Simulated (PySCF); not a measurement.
**Electron correlation in Sb (antimony, neutral)**

[Kr] 4d10 5s2 5p3, high-spin 4S determinant. Calculation: PySCF 2.14, in cc-pVTZ-PP with ECP28MDF (5s4p3d1f, 39 functions); scalar relativity through the core potential. Frozen: 4s2 4p6 4d10; 5 electrons correlated.

MP2 pair energies summed by pair of shells (mhartree):

```json
{"pair": "5s-5p", "energy": "-39.36", "share (%)": "65.2"}
{"pair": "5p-5p", "energy": "-12.95", "share (%)": "21.4"}
{"pair": "5s-5s", "energy": "-8.08", "share (%)": "13.4"}
```

Total MP2 correlation energy: -60.38 mhartree.

Same-spin part -16.18 and opposite-spin part -44.20 mhartree; SCS-MP2 scales them by 1/3 and 6/5 to -58.43 mhartree.

```tsv
level	correlation energy (mhartree)
CCSD	-73.06
(T)	-2.44
CCSD(T)	-75.50
```

Diagnostics: T1 = 0.0037, D1 = 0.0094, largest double amplitude 0.054.

Cost of the coupled-cluster step: 0.63 s of wall time on 1 thread of Neoverse-V1 (shared host), for 5 correlated electrons.
